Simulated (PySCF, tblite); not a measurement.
Isomers of C5H8FNSi2, one GFN2-xTB conformer each. Single-point energies are computed at PBE0/pcSseg-1 (PySCF, gas phase, no added dispersion term), electronic only.

```json
{"SMILES": "N#C[C@H]1[SiH2]C[SiH2]/C1=C\\F", "GFN2-xTB relative energy (kJ/mol)": "115.9"}
{"SMILES": "C=C/C([SiH2]F)=C(/[SiH3])C#N", "GFN2-xTB relative energy (kJ/mol)": "0.0"}
```

Conformers: `[N:1]#[C:2][C@H:3]1[SiH2:4][CH2:5][SiH2:6]/[C:7]1=[CH:8]\[F:9]` with C2–C3–Si4–C5 82°, C3–Si4–C5–Si6 24°, Si4–C5–Si6–C7 -8°, C5–Si6–C7–C8 161°; `[CH2:1]=[CH:2]/[C:3]([SiH2:4][F:5])=[C:6](/[SiH3:7])[C:8]#[N:9]` with C1–C2–C3–Si4 -18°, C2–C3–Si4–F5 -156°.

What does PBE0/pcSseg-1 give for the same structures?

```json
{"SMILES": "C=C/C([SiH2]F)=C(/[SiH3])C#N", "PBE0/pcSseg-1 E (Eh)": "-928.21325", "PBE0/pcSseg-1 (kJ/mol)": "0.0", "GFN2-xTB (kJ/mol)": "0.0", "point group": "C1"}
{"SMILES": "N#C[C@H]1[SiH2]C[SiH2]/C1=C\\F", "PBE0/pcSseg-1 E (Eh)": "-928.20220", "PBE0/pcSseg-1 (kJ/mol)": "29.0", "GFN2-xTB (kJ/mol)": "115.9", "point group": "C1"}
```

Both levels put the same isomer lowest. As drawn, the lower has an Si–F bond, which the higher lacks.

Which frontier levels, dipoles and rotational constants go with these structures?

```
                       SMILES  HOMO (eV, PBE0/pcSseg-1)  LUMO (eV)  dipole (D)       A, B, C (MHz)
 C=C/C([SiH2]F)=C(/[SiH3])C#N                     -7.64      -2.67        3.85   1262, 1073, 598.5
N#C[C@H]1[SiH2]C[SiH2]/C1=C\F                     -7.82      -0.93        3.71  1478, 969.0, 759.6
```

What happens when harmonic zero-point energies from GFN2-xTB frequencies are added?

| SMILES | ZPE (kJ/mol) | electronic (kJ/mol) | with ZPE (kJ/mol) |
| --- | --- | --- | --- |
| C=C/C([SiH2]F)=C(/[SiH3])C#N | 277.1 | 0.0 | 0.0 |
| N#C[C@H]1[SiH2]C[SiH2]/C1=C\F | 286.9 | 29.0 | 38.8 |

The zero-point energies span 9.8 kJ/mol. The order is unchanged.
